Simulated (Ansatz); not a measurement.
Reactions of `[InH2][C]1=NC1`.

Gas-phase electronic energies from Ansatz, PBE0-D4/def2-TZVP geometries. CCSD(T)/CBS adds triple-zeta CCSD(T) − MP2 to the extrapolated MP2 energy (def2 sets, frozen cores). This one scheme is used for every species. Elements past krypton have def2 core potentials. For In outer-core shells are correlated without core-valence functions, which leaves a few kJ/mol of doubt a bond. One conformer a species, not always the lowest.

(1) Order these by ΔE at CCSD(T)/CBS, lowest first. (Estimate.)
A. `[InH2][C]1=NC1` + `[SiH3]N[SiH3]` → `[SiH3][N]([SiH3])[InH2]` + `C1=NC1`
B. `[InH2][C]1=NC1` + `CO[SiH2][SiH3]` → `[SiH3][SiH2][InH2]` + `COC1=NC1`
C. `[InH2][C]1=NC1` + `C[S][AlH][OH]` → `C[S][AlH][O][InH2]` + `C1=NC1`
D. `[InH2][C]1=NC1` + `OO` → `[OH][InH2]` + `OC1=NC1`
E. `[InH2][C]1=NC1` + H₂S → `SC1=NC1` + `[InH3]`
F. `[InH2][C]1=NC1` + H₂O → `[OH][InH2]` + `C1=NC1`

Largest T1 diagnostic: 0.017, for `[OH][InH2]`.

Results:

(1) D (-80.1 kcal/mol), C (-11.0 kcal/mol), A (-8.8 kcal/mol), F (-6.4 kcal/mol), E (+9.8 kcal/mol), B (+18.3 kcal/mol).
